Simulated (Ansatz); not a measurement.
Reaction (cleavage of the Si–Ge bond): `[SiH3][SiH2][GeH2][SiH2][SiH3]` + `OCF` → `FCO[SiH2][SiH3]` + `[SiH3][SiH2][GeH3]`

Calculated with Ansatz (gas phase, PBE0-D4/def2-TZVP geometries, no zero-point term in ΔE). CBS: MP2 limit from def2 TZ/QZ plus the TZ coupled-cluster correction, frozen cores. Functionals use def2-TZVPP. For Ge outer-core shells are correlated without core-valence functions, which leaves a few kJ/mol of doubt a bond. Scalar relativity is left out up to krypton. Each species was taken in one conformer, which may not be the lowest.

CCSD(T)/CBS gives -39.9 kJ/mol.

Another level gave -49.8 kJ/mol. Which?
A. SCS-MP2/def2-TZVPP
B. CCSD/def2-TZVPP
C. PBE0/def2-TZVPP
D. PBE0-D4/def2-TZVPP

A. SCS-MP2/def2-TZVPP -49.8, PBE0-D4 -27.1, PBE0 -33.7, CCSD/def2-TZVPP -45.7 kJ/mol.

Largest T1 diagnostic among the species: 0.013.

From PBE to PBE0 (25 % exact exchange), in def2-TZVPP and without D4, ΔE moves by −3.3 kJ/mol. The D4 term adds +10.5 kJ/mol with B3LYP and +6.6 kJ/mol with PBE0; it sums over pairs of atoms, weighted by their polarisabilities, and B3LYP, whose exchange is more repulsive, gets the larger term.

B3LYP here is the variant with VWN-RPA as its local correlation; programs differ in this.
